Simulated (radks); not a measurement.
Results of a calculation; reference values are marked as such.
Mean orbital radii <r> (bohr) of the germanium ion Ge3+, [Ar] 3d10 4s1, of relativity; Dirac values are averaged over j with weights 2j + 1. Spin-unpolarised spherical Kohn-Sham, PBE, point nucleus unless stated (finite: rms radius 4.0742 fm), a radial shooting solver on a logarithmic mesh with Libxc functionals. A level marked "c x" has the speed of light scaled by that factor.

shell  non-rel.
1s      0.04785
2s       0.2139
2p       0.1853
3s       0.6348
3p       0.6510
3d       0.7215
4s        1.876

Give the values at the level "Dirac, c x 3".

Answer. 
shell  Dirac, c x 3  change of magnitude (%)
1s          0.04776                    -0.20
2s           0.2134                    -0.21
2p           0.1851                    -0.10
3s           0.6336                    -0.19
3p           0.6505                    -0.08
3d           0.7218                    +0.05
4s            1.873                    -0.16
